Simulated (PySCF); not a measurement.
`c1c(F)ccc(NC)c1`, C7H8FN

Molfile (atoms numbered from 1):
```
C7H8FN
     RDKit          3D

 17 17  0  0  0  0  0  0  0  0999 V2000
    3.0005    0.0530   -0.0569 C   0  0  0  0  0  0  0  0  0  0  0  0
    1.8911   -0.8297    0.1474 N   0  0  0  0  0  0  0  0  0  0  0  0
    0.5952   -0.3756    0.2643 C   0  0  0  0  0  0  0  0  0  0  0  0
    0.2928    0.9888    0.4221 C   0  0  0  0  0  0  0  0  0  0  0  0
   -1.0256    1.4155    0.5726 C   0  0  0  0  0  0  0  0  0  0  0  0
   -2.0570    0.4898    0.5563 C   0  0  0  0  0  0  0  0  0  0  0  0
   -3.3220    0.9019    0.6937 F   0  0  0  0  0  0  0  0  0  0  0  0
   -1.7898   -0.8651    0.3925 C   0  0  0  0  0  0  0  0  0  0  0  0
   -0.4762   -1.2906    0.2495 C   0  0  0  0  0  0  0  0  0  0  0  0
    3.1354    0.7307    0.8031 H   0  0  0  0  0  0  0  0  0  0  0  0
    2.9057    0.6827   -0.9648 H   0  0  0  0  0  0  0  0  0  0  0  0
    3.9216   -0.5386   -0.1477 H   0  0  0  0  0  0  0  0  0  0  0  0
    1.9877   -1.7647   -0.2216 H   0  0  0  0  0  0  0  0  0  0  0  0
    1.0910    1.7319    0.4299 H   0  0  0  0  0  0  0  0  0  0  0  0
   -1.2606    2.4745    0.6974 H   0  0  0  0  0  0  0  0  0  0  0  0
   -2.6177   -1.5768    0.3797 H   0  0  0  0  0  0  0  0  0  0  0  0
   -0.2670   -2.3572    0.1280 H   0  0  0  0  0  0  0  0  0  0  0  0
  1  2  1  0
  2  3  1  0
  3  4  1  0
  4  5  2  0
  5  6  1  0
  6  7  1  0
  6  8  2  0
  8  9  1  0
  9  3  2  0
  1 10  1  0
  1 11  1  0
  1 12  1  0
  2 13  1  0
  4 14  1  0
  5 15  1  0
  8 16  1  0
  9 17  1  0
M  END
```

Method used: PySCF, TDDFT CAM-B3LYP/aug-cc-pVDZ excited states, vertical, gas phase. Geometry: PBE0-D3(BJ)/def2-SVP.

How strongly do the lowest singlets absorb one photon, and two photons of half the energy?

δ for parallel linear polarisation; σ at the peak of a Lorentzian of half width 0.1 eV, single beam; Ω is circular over linear.
| state | E (eV) | f | photon λ (nm) | δ (au) | σ (GM) | Ω | main |
| --- | --- | --- | --- | --- | --- | --- | --- |
| S1 | 4.49 | 0.053 | 552 | 17.9 | 0.13 | 1.43 | HOMO→LUMO+2 0.83 |
| S2 | 4.70 | 0.004 | 528 | 27.9 | 0.23 | 0.69 | HOMO→LUMO 0.77, HOMO→LUMO+2 0.09 |
| S3 | 5.20 | 0.017 | 477 | 92.6 | 0.92 | 1.49 | HOMO→LUMO+1 0.75 |
| S4 | 5.43 | 0.121 | 457 | 111 | 1.20 | 0.37 | HOMO→LUMO+7 0.53, HOMO→LUMO+4 0.21 |
| S5 | 5.47 | 0.001 | 453 | 26.9 | 0.30 | 1.28 | HOMO→LUMO+3 0.82, HOMO→LUMO+1 0.08 |
| S6 | 5.88 | 0.059 | 422 | 264 | 3.35 | 0.50 | HOMO→LUMO+4 0.38, HOMO→LUMO+7 0.29 |

Among these, the strongest one-photon state is S4, the strongest two-photon state S6, with a dipole change of 8.1 D (relaxed, norm of the difference vector).
